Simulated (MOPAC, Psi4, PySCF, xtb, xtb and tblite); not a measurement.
Two geometries of C₈H₆Se₂, SMILES c1c[se]c(-c2ccc[se]2)c1, relaxed at GFN2-xTB with one dihedral held; other torsions can differ between them too.

Structure A

```
16

C     -2.8962     0.7064     0.5828
C     -3.2247    -0.5878     0.3309
Se    -1.7373    -1.6317    -0.0343
C     -0.7137    -0.0699     0.1942
C      0.7190    -0.0664     0.0995
C      1.5792     0.8078     0.7115
C      2.9443     0.6165     0.4132
C      3.2050    -0.4020    -0.4475
Se     1.6616    -1.2666    -1.0006
C     -1.5170     0.9935     0.5145
H     -3.6304     1.4604     0.8123
H     -4.2126    -1.0121     0.3327
H      1.2370     1.5687     1.3924
H      3.7188     1.2304     0.8420
H      4.1714    -0.7121    -0.8024
H     -1.1235     1.9828     0.6756
```

Structure B

```
16

C     -2.9338     0.7157     0.4857
C     -3.1990    -0.6084     0.3483
Se    -1.6586    -1.6231     0.1567
C     -0.7045    -0.0064     0.3341
C      0.7293     0.0490     0.1994
C      1.6492    -0.7142     0.8609
C      2.9925    -0.5142     0.4739
C      3.1671     0.3840    -0.5289
Se     1.5646     1.1064    -1.1196
C     -1.5620     1.0498     0.4571
H     -3.7058     1.4570     0.6064
H     -4.1684    -1.0733     0.3413
H      1.3600    -1.4000     1.6412
H      3.8111    -1.0361     0.9402
H      4.1007     0.6807    -0.9718
H     -1.2034     2.0624     0.5513
```

Task: Which is lower in energy at the level B3LYP-D3(BJ)/def2-SVP // GFN2-xTB run with Psi4, and by how much?

Result: A is lower, by 2.11 kJ/mol (dihedral Se3–C4–C5–Se9: 30° in A, 120° in B).

E(B) − E(A) in kJ/mol at the other levels, on the same two geometries: GFN2-xTB (xtb and tblite) 3.93; B3LYP/def2-SVP // GFN2-xTB (Psi4) 1.67; PBE/def2-SVP // GFN2-xTB (Psi4) 3.42; PBE-D3(BJ)/def2-SVP // GFN2-xTB (Psi4) 3.47; PM3, restricted, heats of formation // GFN2-xTB (MOPAC) 4.53; PM7, restricted, heats of formation // GFN2-xTB (MOPAC) -9.95; GFN1-xTB // GFN2-xTB (xtb) 7.56; restricted B3LYP/6-31G*, spherical d, density fitting // GFN2-xTB (PySCF) 0.90; restricted MP2 (frozen core)/3-21G // GFN2-xTB (PySCF) 0.86.
